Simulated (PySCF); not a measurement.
A structure optimised at PBE-D3(BJ)/def2-SVP, used in a PySCF frequency run:

```xyz
9

Hf    -0.1453     0.0136     0.0000
F      0.3983    -0.8382    -1.6695
F     -0.0634     1.9431     0.0000
F      0.3983    -0.8382     1.6695
O     -2.0361    -0.3490     0.0000
H     -2.9654    -0.6058     0.0000
O      2.2440     0.0974     0.0000
H      2.5832    -0.3811     0.7821
H      2.5832    -0.3811    -0.7821
```
Charge 0, spin multiplicity 1.

**Question.** Write its SMILES, formula and point group.

**Answer.** [OH][Hf](<-[OH2])([F])([F])[F], F3H3HfO2, Cs

**Question.** What are its rotational constants (standard atomic weights)?

**Answer.** 2.4258, 1.8041, 1.7666 GHz
